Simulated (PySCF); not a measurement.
**How methods differ on the ionisation energy of F⁺**

F⁺ [He] 2s2 2p4 (3P) → F²⁺ [He] 2s2 2p3 (4S), as a difference of total energies. All numbers are calculated (PySCF 2.14, the non-relativistic Hamiltonian (point nucleus), in aug-cc-pVQZ with one added diffuse shell each of s, p, d, f, g type (7s6p5d4f3g, 105 functions)). Correlated levels: valence: 1s2 frozen. The calculations carry no spin-orbit coupling.

```json
{"method": "UHF", "ionisation energy (eV)": "33.395"}
{"method": "LDA", "ionisation energy (eV)": "35.279"}
{"method": "PBE", "ionisation energy (eV)": "35.428"}
{"method": "PBE0", "ionisation energy (eV)": "35.258"}
{"method": "r2SCAN", "ionisation energy (eV)": "35.116"}
{"method": "TPSS", "ionisation energy (eV)": "35.484"}
{"method": "wB97X-V", "ionisation energy (eV)": "35.187"}
{"method": "M06-L", "ionisation energy (eV)": "35.184"}
{"method": "TPSSh", "ionisation energy (eV)": "35.405"}
{"method": "MP2 (valence)", "ionisation energy (eV)": "34.755"}
{"method": "SCS-MP2 (valence)", "ionisation energy (eV)": "34.890"}
```

Problem. How much does correlation contribute at MP2 (valence)?

Solution. 34.755 − (33.395) = 1.360 eV, measured against UHF.

A first-order spin-orbit estimate (lowest level to lowest level, LS coupling) adds 0.020 eV.

Errors of the correlated levels include the incompleteness of this basis and the frozen core.

For comparison: 34.971 eV (measured; NIST Atomic Spectra Database, ionization energies).
